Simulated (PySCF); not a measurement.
Work out the structure from these simulated measurements.

Formula: C6H9N3S.

- Polarisability: 123.0 au [B3LYP/def2-SVPD]
- 1H NMR: chemical shifts (computed TMS as zero) by class: 6.95 (1 H), 5.92 (1 H), 4.89 (1 H), 2.51 (3 H), 2.25 (3 H) ppm [GIAO B97-2/pcSseg-1]
- Dipole: 0.84 D [B3LYP/def2-SVPD]
- 13C NMR: chemical shifts (computed TMS as zero) by class: 148.6 (1 C), 141.7 (1 C), 136.5 (1 C), 101.9 (1 C), 18.5 (1 C), 12.0 (1 C) ppm [GIAO B97-2/pcSseg-1]
- Triplet: lowest triplet excitation (Tamm–Dancoff): 3.18 eV [TDA B3LYP/def2-SVPD]
- UV, first state: lowest singlet excitation: 4.37 eV (284 nm, f = 0.346) [TDDFT B3LYP/def2-SVPD]
- Rotational structure: rotational constants A, B, C: 1.659, 0.908, 0.591 GHz [PBE0-D3(BJ)/def2-SVP]
- NMR, other nuclei: isotropic shieldings of nuclei other than C and H, by class: -92 (1 N), -61 (1 N), -12 (1 N), 534 (1 S) ppm [GIAO B97-2/pcSseg-1]
- Valence photoelectron: vertical ionisation energy: 7.75 eV [ΔSCF B3LYP/def2-SVPD]

Gas-phase values; electronic properties from PySCF, density fitting. Levels stand in brackets. Geometry: PBE0-D3(BJ)/def2-SVP, one conformer, isolated molecule. NMR classes are plain means over equivalent atoms (diastereotopic ones count apart unless rotation or inversion swaps them), as if these changed places fast.

Question: What is the compound? Reason from the data.

Answer: Numbering: `[CH2:1]=[CH:2][n:3]1[n:4][c:5]([CH3:6])[c:7]([S:8][CH3:9])[n:10]1`. Its formula, C6H9N3S, gives 4 degrees of unsaturation: 1 ring and 3 π bonds in the structure found (Kekulé form). 6 carbons fall into 6 classes; from least to most shielded: substituted aromatic carbon [C7] (148.6 ppm), substituted aromatic carbon [C5] (141.7 ppm), vinylic carbon bearing nitrogen [C2] (136.5 ppm), terminal =CH2 carbon [C1] (101.9 ppm), S-methyl carbon [C9] (18.5 ppm), benzylic-type carbon [C6] (12.0 ppm). Hydrogen classes from least to most shielded: 1 H on a vinylic carbon bearing nitrogen, C2 (6.95 ppm), 1 H on a terminal =CH2 carbon, C1 (5.92 ppm), 1 H on a terminal =CH2 carbon, C1 (4.89 ppm), 3 H on an S-methyl carbon, C9 (2.51 ppm, a mean of values up to 0.7 ppm apart in this geometry), 3 H on a benzylic-type carbon, C6 (2.25 ppm). The other shieldings belong to: -92 ppm, pyridine-type nitrogen [N4]; -61 ppm, pyridine-type nitrogen [N10]; -12 ppm, pyrrole-type nitrogen [N3]; 534 ppm, sulfide sulfur [S8]. S1 is mainly HOMO→LUMO (weight 0.97); the largest Löwdin shares of the orbital it empties are 0.33 on the sulfide sulfur, 0.13 on the pyrrole-type nitrogen, 0.12 on the terminal =CH2 carbon and 0.10 on a substituted aromatic carbon, of the orbital it fills 0.18 on the terminal =CH2 carbon, 0.16 on a pyridine-type nitrogen, 0.14 on a pyridine-type nitrogen and 0.13 on the vinylic carbon bearing nitrogen. The optimised geometry has point group Cs and is an asymmetric top. Structure: `C=Cn1nc(C)c(SC)n1`. Computed isomers that give other values at the same levels: `CCc1cc(SC)nnn1` (rotational constant A: 2.975 GHz; this holds for the one conformer computed). The assignments are read from this structure; whether some other isomer fits the data as well wasn't checked.

Conformer computed: `[CH2:1]=[CH:2][n:3]1[n:4][c:5]([CH3:6])[c:7]([S:8][CH3:9])[n:10]1`: C1–C2–N3–N4 179°, C5–C7–S8–C9 180°.
